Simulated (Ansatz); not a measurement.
Consider the atomization: `[CH3][Al]([I])[I]` → Al• + C• + 3 H• + 2 I•.

Isolated molecules relaxed with PBE0-D4/def2-TZVP in Ansatz; ΔE leaves out vibrations. CCSD(T)/CBS is the MP2 limit (def2-TZVPP, def2-QZVPP) plus CCSD(T) − MP2 in def2-TZVPP, frozen cores. This one scheme is used for every species, atoms too. Functionals use def2-TZVPP. HSE06 is defined as in plane-wave codes. Open shells (•) are unrestricted, without spin–orbit coupling. Spin–orbit coupling would lower the free atoms: a little for Al, C; strongly for I. Elements past krypton have def2 core potentials. For I outer-core shells are correlated without core-valence functions, so the limit isn't a true one: a few kJ/mol of doubt a bond, and 10 to 20 or more in all where bonds break to atoms.

**Question.** What is ΔE at CCSD(T)/CBS? (Best estimate.)

**Answer.** The calculation gave: +533.7 kcal/mol.

**Question.** What do these levels give: LDA (SPW92), revPBE-D4, PBE0-D4, HSE06-D4, BHLYP-D4, PBE-QIDH, PBE, revPBE, BLYP, PBE0, CAM-B3LYP, CCSD/def2-SVP? (Estimate.)

**Answer.** Computed: LDA (SPW92) 592.1, revPBE-D4 520.1, PBE0-D4 529.6, HSE06-D4 530.1, BHLYP-D4 515.4, PBE-QIDH 530.1, PBE 528.3, revPBE 510.0, BLYP 507.7, PBE0 525.5, CAM-B3LYP 518.4, CCSD/def2-SVP 492.4 kcal/mol.

Largest T1 diagnostic among the species: 0.018.

At CCSD(T), def2-SVP lies −36.1 kcal/mol from the extrapolated value and def2-TZVPP −17.4 kcal/mol: correlation converges slowly with the basis, and small sets miss more of it in the bonded molecule than in its fragments. In def2-TZVPP, CCSD(T) changes the Hartree–Fock value by +115.4 kcal/mol (the triples alone add +8.7 kcal/mol) and MP2 by +128.4 kcal/mol; breaking electron pairs costs correlation energy, which Hartree–Fock lacks. From PBE to PBE0 (25 % exact exchange), in def2-TZVPP and without D4, ΔE moves by −2.8 kcal/mol: exact exchange takes away binding that semilocal exchange gives to molecules.

For atomizations the MP2-based limit and the directly extrapolated one differ by several kJ/mol either way, and by 10 to 25 for some Ge, Se and Sn compounds, so smaller differences from it don't rank the levels.
